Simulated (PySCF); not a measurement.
Si(F)2(NHMe)(OH) (CH5F2NOSi), SMILES CN[Si](O)(F)F.

Geometry optimised at r2SCAN-D4/def2-SVP. This is a generated structure with no PubChem entry under its InChIKey; it may be hypothetical. Other conformers were not sampled.

These are PySCF with PBE/def2-TZVP values and carry that method's errors.

```
Quantity                                                                                                       Result
---------------------------------------------------------------------------------------------  ----------------------
total energy                                                                                       -660.12560 hartree
highest occupied level                                                                                       -6.11 eV
lowest empty level                                                                                           -0.48 eV
orbital gap                                                                                                   5.63 eV
dipole moment                                                                                                  3.45 D
quadrupole, principal values (traceless, Buckingham form, about the centre of nuclear charge)  -4.69, -0.57, 5.26 D·Å
mean static polarisability                                                                       46.5 bohr³ (6.89 Å³)
polarisability, principal values                                                               42.1, 44.5, 52.9 bohr³
```
